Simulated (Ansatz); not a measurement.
Sn(F)(Cl)2(OH) (Cl2FHOSn), SMILES [OH][Sn]([Cl])([Cl])[F].

Geometry: B3LYP-D3(BJ)/def2-SVP. The def2 effective core potentials stand for the cores of Sn; spin–orbit coupling is left out. One conformer was computed; it need not be the lowest.

Two levels are set side by side: PBE/def2-SVPD (Ansatz, a first-principles code) and PBE0/def2-SVPD (Ansatz). Energy differences of separate SCF runs at the same geometry; the states with an electron removed or added have multiplicity 2 and 2. Differences are taken from unrounded values.

```
quantity                            PBE0    PBE  PBE minus PBE0
---------------------------------  -----  -----  --------------
vertical ionisation energy (eV)    11.87  11.19           -0.69
vertical electron affinity (eV)     1.68   1.75            0.07
vertical singlet–triplet gap (eV)   4.66   3.98           -0.68
```
